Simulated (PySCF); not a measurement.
PySCF input file for Al(Me)(PH2)2 (CH7AlP2), SMILES [PH2][Al]([CH3])[PH2], TPSSh-D3(BJ)/def2-SVP. The structure is a stationary point at TPSSh-D3(BJ)/def2-SVP. The structure was generated by enumeration; whether it is a known compound was not checked. The values are those of a single conformer.

```python
import numpy as np
from pyscf import gto, scf, dft, df
from pyscf.hessian import thermo

mol = gto.M(
    atom='''
    Al    0.34064839   -0.15115149   -0.13853219
    C     2.12748055   -0.67045734   -0.76981835
    H     2.07921441   -1.64049313   -1.29854423
    H     2.85001080   -0.78702681    0.05542971
    H     2.53817527    0.06189853   -1.48617186
    P    -0.26436172   -0.42567323    2.10650656
    H     0.24714758   -1.75418563    2.21068455
    H    -1.60996317   -0.82372015    1.85229231
    P    -1.08050065    1.10446468   -1.51237326
    H    -2.28002968    0.42723724   -1.14305157
    H    -0.84493187    0.32213179   -2.68281002
    ''',
    basis='def2-SVP',
    charge=0,
    spin=0,
    max_memory=1600,
    verbose=3,
)
mf = dft.RKS(mol, xc='tpssh').density_fit(auxbasis='def2-universal-jkfit')
mf.disp = 'd3bj'
mf.grids.level = 4
mf.conv_tol = 1e-11
mf.max_cycle = 100
mf.kernel()

# [left out here: the lines that compute and print the analytic Hessian (its translational invariance restored by hand, since the grid's response is missing), thermochemistry and intensities]
```

It prints:

```
[...]
       9   H                -0.03  0.01 -0.03   -0.11  0.18 -0.06    0.19 -0.23  0.18
      10   H                -0.11  0.08 -0.09   -0.21  0.33 -0.25    0.14 -0.20  0.17
Mode                                 9                  10                  11
Irrep
Freq [cm^-1]                      506.8862            555.2814            605.7579
Reduced mass [au]                   1.1229              1.0573              1.6422
Force const [Dyne/A]                0.1700              0.1921              0.3550
Char temp [K]                     729.2964            798.9264            871.5508
Normal mode                   x     y     z       x     y     z       x     y     z
       0  Al                 0.02  0.02  0.01    0.01 -0.01  0.01    0.05 -0.02 -0.03
       1   C                 0.01  0.03  0.01    0.00 -0.01  0.04   -0.13  0.06  0.06
       2   H                -0.30  0.01  0.07   -0.06  0.05 -0.07   -0.23  0.05  0.07
       3   H                 0.06 -0.13 -0.06    0.24 -0.01 -0.17   -0.13  0.01  0.04
       4   H                 0.11 -0.12 -0.09   -0.27  0.09 -0.02   -0.12  0.01  0.02
       5   P                -0.00 -0.02 -0.03   -0.01  0.00 -0.01    0.01 -0.01  0.01
       6   H                -0.05  0.01  0.40    0.13  0.03 -0.31   -0.11 -0.03  0.32
       7   H                -0.10  0.07  0.41   -0.09 -0.05  0.49    0.07  0.03 -0.39
       8   P                 0.01 -0.03  0.01    0.01  0.01 -0.02    0.01  0.01 -0.02
       9   H                -0.24  0.33 -0.18    0.28 -0.30  0.32    0.19 -0.21  0.21
      10   H                -0.20  0.29 -0.24   -0.25  0.19 -0.18   -0.20  0.17 -0.16
Mode                                12                  13                  14
Irrep
Freq [cm^-1]                      642.5289            683.1089            715.3510
Reduced mass [au]                   1.3147              2.0061              1.3695
Force const [Dyne/A]                0.3198              0.5515              0.4129
Char temp [K]                     924.4561            982.8416           1029.2309
Normal mode                   x     y     z       x     y     z       x     y     z
       0  Al                 0.02  0.05  0.02    0.10 -0.03 -0.04   -0.02  0.02 -0.05
       1   C                -0.05 -0.10 -0.03   -0.11  0.01  0.04    0.03 -0.05  0.10
       2   H                 0.57 -0.04 -0.15   -0.05  0.03  0.02   -0.09  0.09 -0.14
       3   H                -0.15  0.26  0.11   -0.13  0.07  0.06    0.47 -0.05 -0.29
       4   H                -0.24  0.24  0.19   -0.18  0.08  0.07   -0.46  0.14 -0.01
       5   P                 0.00 -0.01 -0.01   -0.02  0.01  0.01    0.01 -0.00  0.01
       6   H                -0.01  0.01  0.26    0.08  0.01 -0.28   -0.05 -0.01  0.16
       7   H                -0.02  0.03  0.07   -0.06 -0.04  0.31    0.04  0.01 -0.21
       8   P                 0.00 -0.02 -0.00   -0.02  0.01  0.01   -0.00 -0.01  0.01
       9   H                -0.04  0.06 -0.01   -0.18  0.19 -0.21   -0.11  0.13 -0.12
      10   H                -0.10  0.18 -0.14    0.19 -0.18  0.17    0.10 -0.09  0.09
Mode                                15                  16                  17
Irrep
Freq [cm^-1]                     1092.7471           1103.2827           1227.2808
Reduced mass [au]                   1.0417              1.0404              1.2292
Force const [Dyne/A]                0.7329              0.7462              1.0909
Char temp [K]                    1572.2198           1587.3782           1765.7838
Normal mode                   x     y     z       x     y     z       x     y     z
       0  Al                -0.00  0.00 -0.00    0.00 -0.01 -0.00   -0.01  0.00  0.00
       1   C                -0.00 -0.00  0.00   -0.00  0.00  0.00    0.11 -0.04 -0.04
       2   H                -0.00  0.00 -0.00   -0.01  0.00  0.01   -0.51 -0.05  0.08
       3   H                -0.00  0.00  0.00    0.01 -0.01 -0.00   -0.34  0.14  0.35
       4   H                 0.00 -0.00 -0.00    0.01 -0.01 -0.00   -0.40  0.32  0.05
       5   P                -0.01 -0.02  0.00   -0.01 -0.02  0.00    0.00 -0.00 -0.00
       6   H                 0.46  0.18  0.02    0.46  0.18  0.02    0.00 -0.00  0.00
       7   H                -0.12  0.47 -0.09   -0.12  0.46 -0.10    0.00  0.00 -0.01
       8   P                 0.01  0.01  0.01   -0.01 -0.01 -0.01    0.00 -0.00 -0.00
       9   H                 0.01 -0.25 -0.42   -0.01  0.24  0.43    0.00 -0.00  0.01
      10   H                -0.43 -0.21  0.06    0.44  0.21 -0.05   -0.00  0.00 -0.00
Mode                                18                  19                  20
Irrep
Freq [cm^-1]                     1439.9586           1443.5379           2393.5926
Reduced mass [au]                   1.0515              1.0560              1.0347
Force const [Dyne/A]                1.2846              1.2964              3.4928
Char temp [K]                    2071.7799           2076.9297           3443.8468
Normal mode                   x     y     z       x     y     z       x     y     z
       0  Al                -0.00  0.00 -0.00   -0.00 -0.00 -0.00    0.00 -0.00  0.00
       1   C                -0.01  0.03 -0.05   -0.03 -0.05 -0.02    0.00 -0.00  0.00
       2   H                 0.10 -0.34  0.61   -0.33 -0.03 -0.00   -0.00  0.00 -0.00
       3   H                 0.12 -0.38 -0.20    0.27  0.58 -0.18    0.00  0.00 -0.00
       4   H                -0.04  0.38  0.31    0.41  0.16  0.44   -0.00 -0.00 -0.00
       5   P                 0.00 -0.00  0.00    0.00  0.00  0.00    0.00  0.02 -0.00
       6   H                -0.00 -0.00  0.00   -0.00  0.00 -0.00    0.21 -0.51  0.05
       7   H                 0.00  0.00 -0.01    0.00 -0.00 -0.01   -0.34 -0.08 -0.06
       8   P                -0.00 -0.00  0.00    0.00  0.00 -0.00   -0.01 -0.02 -0.01
       9   H                -0.00  0.00 -0.01    0.00 -0.00  0.00    0.33  0.17 -0.11
      10   H                -0.00 -0.00  0.00    0.00 -0.00  0.00   -0.11  0.32  0.51
Mode                                21                  22                  23
Irrep
Freq [cm^-1]                     2394.8528           2409.6991           2412.2537
Reduced mass [au]                   1.0349              1.0416              1.0412
Force const [Dyne/A]                3.4970              3.5636              3.5696
Char temp [K]                    3445.6599           3467.0205           3470.6959
Normal mode                   x     y     z       x     y     z       x     y     z
       0  Al                -0.00  0.00  0.00   -0.00  0.00 -0.00   -0.00 -0.00  0.00
       1   C                -0.00 -0.00 -0.00    0.00 -0.00  0.00    0.00 -0.00 -0.00
       2   H                 0.00  0.00 -0.00   -0.00 -0.00  0.00   -0.00 -0.00  0.00
       3   H                 0.00  0.00 -0.00    0.00 -0.00 -0.00    0.00  0.00 -0.00
       4   H                 0.00  0.00  0.00   -0.00  0.00  0.00    0.00  0.00  0.00
       5   P                 0.00  0.02 -0.00   -0.02  0.01 -0.00   -0.02  0.00 -0.00
       6   H                 0.24 -0.59  0.06    0.12 -0.32  0.03    0.12 -0.33  0.03
       7   H                -0.33 -0.08 -0.05    0.51  0.15  0.09    0.62  0.18  0.11
       8   P                 0.01  0.01  0.01    0.02  0.00 -0.02   -0.02 -0.00  0.01
       9   H                -0.27 -0.14  0.09   -0.53 -0.29  0.16    0.48  0.26 -0.14
      10   H                 0.10 -0.30 -0.48   -0.06  0.22  0.33    0.05 -0.16 -0.25
Mode                                24                  25                  26
Irrep
Freq [cm^-1]                     3011.5286           3093.3807           3113.9203
Reduced mass [au]                   1.0362              1.0972              1.1014
Force const [Dyne/A]                5.5367              6.1860              6.2924
Char temp [K]                    4332.9191           4450.6861           4480.2380
Normal mode                   x     y     z       x     y     z       x     y     z
       0  Al                -0.00  0.00  0.00    0.00  0.00  0.00   -0.00  0.00 -0.00
       1   C                 0.04 -0.02 -0.02    0.04  0.07  0.02   -0.02  0.03 -0.08
       2   H                 0.05  0.57  0.31   -0.02 -0.61 -0.34   -0.00  0.08  0.02
       3   H                -0.32  0.04 -0.39   -0.23  0.06 -0.27    0.48 -0.07  0.55
       4   H                -0.18 -0.36  0.34   -0.19 -0.35  0.36   -0.23 -0.40  0.38
       5   P                 0.00 -0.00  0.00   -0.00  0.00  0.00    0.00  0.00  0.00
       6   H                -0.00  0.00  0.00    0.00  0.00 -0.00   -0.00 -0.00  0.00
       7   H                 0.00 -0.00 -0.00   -0.00  0.00 -0.00    0.00 -0.00 -0.00
       8   P                 0.00 -0.00 -0.00   -0.00 -0.00  0.00    0.00 -0.00  0.00
       9   H                 0.00 -0.00  0.00   -0.00  0.00  0.00   -0.00  0.00 -0.00
      10   H                -0.00  0.00  0.00    0.00 -0.00 -0.00    0.00  0.00  0.00
temperature 298.1500 [K]
pressure 101325.00 [Pa]
Rotational constants [GHz] 3.47769 1.82795 1.22777
Symmetry number 1
Zero-point energy (ZPE) 0.07001 [Eh]   183801.786 [J/mol]
                           tot       elec      trans        rot        vib
Entropy [J/mol/K]       400.635      0.000    167.139    117.620    115.875
Cv [J/mol/K]            120.619      0.000     12.472     12.472     95.675
Cp [J/mol/K]            128.933      0.000     20.786     12.472     95.675
Internal energy [J/mol]                      3718.434   3718.434 200214.595
Internal energy [Eh]   -967.15205  -967.23114
Enthalpy [J/mol]                             6197.391   3718.434 200214.595
Enthalpy [Eh]          -967.15110
Gibbs free energy [J/mol]                  -43635.238 -31349.984 165666.338
Gibbs free energy [Eh] -967.19660
static polarisability / bohr^3: [[ 8.46640e+01 -1.09680e+01  2.90000e-02]
 [-1.09760e+01  7.17470e+01 -1.20010e+01]
 [ 3.40000e-02 -1.19870e+01  1.01128e+02]]
largest difference of analytic and finite-field dipole derivatives / e: 0.0019072845883960632
mode   freq/cm-1   IR/(km/mol)   Raman/(A^4/amu)   depolarisation
   1       17.86         0.009             0.422            0.746
   2       94.55         7.717             3.486            0.713
   3      110.65         4.824             0.345            0.750
   4      135.28         1.683             2.697            0.750
   5      141.18         4.466             2.083            0.216
   6      145.79         9.049             1.111            0.232
   7      329.39         4.675            33.799            0.088
   8      450.78        35.434             1.046            0.750
   9      458.84        22.260            10.398            0.750
  10      506.89         4.324             5.264            0.610
  11      555.28         1.428             2.138            0.749
  12      605.76        26.017            13.918            0.485
  13      642.53        18.166             5.056            0.133
  14      683.11        43.934             1.429            0.307
  15      715.35       105.202             1.133            0.737
  16     1092.75        21.806            21.367            0.750
  17     1103.28        24.350            36.130            0.750
  18     1227.28        12.422             1.842            0.026
  19     1439.96         0.315            10.453            0.749
  20     1443.54         3.485             7.979            0.696
  21     2393.59        30.392           106.430            0.743
  22     2394.85        41.001           223.031            0.001
  23     2409.70        16.926            37.489            0.749
  24     2412.25        81.687           210.100            0.683
  25     3011.53         5.710           145.702            0.007
  26     3093.38         6.466            98.462            0.696
  27     3113.92         6.078           115.865            0.747
max |gradient| / (hartree/bohr): 2.9416195588247547e-05
APT charges: [ 1.1047 -0.4168  0.0094  0.002   0.0012 -0.1937 -0.0823 -0.0741 -0.1934
 -0.0745 -0.0825]
```

The calculation finished and met its thresholds.
